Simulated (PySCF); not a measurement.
Computed properties of Al(SH)3 (AlH₃S₃), SMILES [SH][Al]([SH])[SH]

Al(SH)3 (AlH3S3), SMILES [SH][Al]([SH])[SH]. Coordinates come from a B3LYP-D3(BJ)/def2-SVP optimisation. One conformer was computed; it need not be the lowest. All values are computed for the isolated molecule unless a solvent is named; none is compared with measurement here.

**Structure.** All 15 harmonic modes at B3LYP-D3(BJ)/def2-SVP (PySCF) are real, so it is a minimum. With heavy atoms numbered as in [Al:1]([SH:2])([SH:4])[SH:6], the shortest bond between them is Al1–S2 at 2.186 Å and the longest Al1–S4 at 2.193 Å.

**Vibrations.** The strongest infrared lines (harmonic, unscaled, degenerate partners summed) lie at 549 cm⁻¹ (108 km/mol, Al 53 %, S 34 %, H 13 %), 538 cm⁻¹ (59 km/mol, Al 48 %, H 28 %, S 24 %), 705 cm⁻¹ (40 km/mol, H 72 %, Al 17 %, S 11 %). The softest mode is at 108 cm⁻¹ and the zero-point energy is 17.7 kcal/mol.

**Electronic structure.** r2SCAN/def2-TZVP (PySCF) places the frontier levels at -6.82 and -1.19 eV, a gap of 5.63 eV, and gives a dipole moment of 1.55 D and a mean polarisability of 83.8 bohr³.

**Excitations.** TDDFT-B3LYP/def2-SVPD (PySCF) has S1 at 5.31 eV (233 nm, f = 0.003, weak); the most intense of the 10 singlets computed lies at 6.14 eV (f = 0.13). T1 (TDA) is at 5.10 eV. No vertical singlet excitation falls in the visible range (under 3.1 eV).

**NMR.** GIAO shifts at PBE0/pcSseg-1 (PySCF) (non-relativistic, atoms alike by connectivity averaged): ¹H at 1.1 ppm against TMS.
